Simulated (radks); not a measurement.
All-electron atom: the zirconium ion Zr34+ in [He] 2s2 2p2 (the NIST ground configuration). All-electron calculation, non-relativistic Kohn-Sham, LDA (Slater exchange, Perdew-Wang correlation), spin-unpolarised, spherical densities, point nucleus; relativity is left out, which matters for an element this heavy. Program: a radial shooting solver on a logarithmic mesh with Libxc functionals.

Radial electron density D(r) = 4 pi r^2 rho(r):

| r (bohr) | D(r) (e/bohr) |
|---|---|
| 0.002688 | 3.242 |
| 0.003336 | 4.741 |
| 0.00414 | 6.847 |
| 0.005138 | 9.735 |
| 0.006428 | 13.74 |
| 0.007978 | 18.69 |
| 0.009901 | 24.67 |
| 0.01229 | 31.38 |
| 0.01525 | 38.11 |
| 0.01893 | 43.72 |
| 0.02349 | 46.77 |
| 0.02939 | 45.89 |
| 0.03648 | 40.86 |
| 0.04527 | 33.21 |
| 0.05618 | 26.06 |
| 0.06973 | 22.70 |
| 0.08654 | 24.07 |
| 0.1074 | 27.33 |
| 0.1344 | 27.44 |
| 0.1668 | 21.68 |
| 0.207 | 12.62 |
| 0.2569 | 5.060 |
| 0.3188 | 1.289 |
| 0.3957 | 0.1886 |
| 0.4911 | 0.01397 |
| 0.6144 | 0.0003859 |

D(r) has 2 maxima, at r = 0.0252, 0.121 bohr, and minima at 0.0726 bohr, inside which lie 2.25 electrons.
